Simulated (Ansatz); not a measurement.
`[CH3][Sn]([Cl])([Cl])[Cl]` → Cl₂ + `[CH3][Sn][Cl]` at 500 K and 1 bar (stannylene formation by 1,1-elimination).

Computed with Ansatz on PBE0-D4/def2-TZVP structures; ΔE is electronic, products minus reactants. CCSD(T)/CBS adds triple-zeta CCSD(T) − MP2 to the extrapolated MP2 energy (def2 sets, frozen cores). This one scheme is used for every species. def2 core potentials past Kr. For Sn outer-core shells are correlated without core-valence functions, which leaves a few kJ/mol of doubt a bond.

```
                    species  CCSD(T)/CBS energy (Eh)  H − E (kJ/mol)  S (J/(mol·K))
`[CH3][Sn]([Cl])([Cl])[Cl]`              -1633.37264           154.3          456.0
                        Cl₂               -919.51390            19.6          240.8
            `[CH3][Sn][Cl]`               -713.71101           125.8          363.1
```

H − E and S are ideal-gas, rigid-rotor, harmonic terms from PBE0-D4/def2-TZVP. 1 Eh = 2625.50 kJ/mol, R = 8.31446 J/(mol·K).

Problem. By hand: ΔE, ΔH, ΔS and ΔG.

Solution. ΔE = (-919.51390) + (-713.71101) − (-1633.37264) = 0.14773 Eh = 387.9 kJ/mol. Δ(H − E) = 19.6 + 125.8 − 154.3 = -8.9, so ΔH = 379.0 kJ/mol. ΔS = 240.8 + 363.1 − 456.0 = 147.9 J/(mol·K). ΔG = 379.0 − 500 × (147.9)/1000 = 305.1 kJ/mol.

Problem. By hand: the equilibrium constant, and the temperature at which ΔG would vanish if ΔH and ΔS stayed fixed.

Solution. log₁₀ K = −ΔG/(RT ln 10) = -31.9. ΔG = 0 at ΔH/ΔS = 2563 K, far beyond where these terms or the molecules hold.

The number of gas molecules changes by +1, which sets the sign of ΔS. A doubt of 5 kJ/mol in ΔE shifts log₁₀ K by 0.5 here. These are equilibria of isolated gas molecules and say nothing of rates. Largest T1 diagnostic: 0.013 (customary marks: 0.02 for closed shells, 0.045 for open ones).
